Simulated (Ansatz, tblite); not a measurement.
X2Al-Y-SiH3: gap (eV) at several levels, gas phase, relaxed structures; Ansatz, xTB through tblite. A dash marks a value that wasn't run or was left out as unsound. The structures are stationary points that may keep the symmetry of their start.

| species | state | geometry | GFN2-xTB | PBE-D4/def2-SVP | PBE-D4/def2-TZVP | r2SCAN-D4/def2-TZVP | B3LYP-D4/def2-TZVP | PBE0-D4/def2-TZVP |
| --- | --- | --- | --- | --- | --- | --- | --- | --- |
| (F)2Al-O-SiH3 (AlSiOF2H3) | singlet | PBE0-D4/def2-SVP | 3.42 | 5.61 | 5.51 | 6.36 | 7.32 | 7.86 |
| (Cl)2Al-O-SiH3 (AlSiCl2OH3) | singlet | r2SCAN-D4/def2-SVP | 3.86 | 5.58 | 5.48 | 6.29 | – | 7.79 |
| (F)2Al-S-SiH3 (AlSiH3SF2) | singlet | r2SCAN-D4/def2-SVP | 3.39 | 4.90 | 4.87 | 5.61 | 6.38 | 6.93 |
| (F)2Al-NH-SiH3 (AlSiNF2H4) | singlet | PBE-D4/def2-SVP | 3.35 | 4.85 | 4.81 | 5.57 | 6.48 | 7.03 |
| (OH)2Al-O-SiH3 (AlSiO3H5) | singlet | PBE0-D4/def2-SVP | 4.12 | 5.74 | 5.69 | 6.54 | 7.50 | 8.02 |

Over the 4 species that have every level, the mean is 3.57 at GFN2-xTB, 5.28 at PBE-D4/def2-SVP, 5.22 at PBE-D4/def2-TZVP, 6.02 at r2SCAN-D4/def2-TZVP, 6.92 at B3LYP-D4/def2-TZVP, 7.46 at PBE0-D4/def2-TZVP. Orbital gaps grow with the share of exact exchange and aren't one observable across functionals.
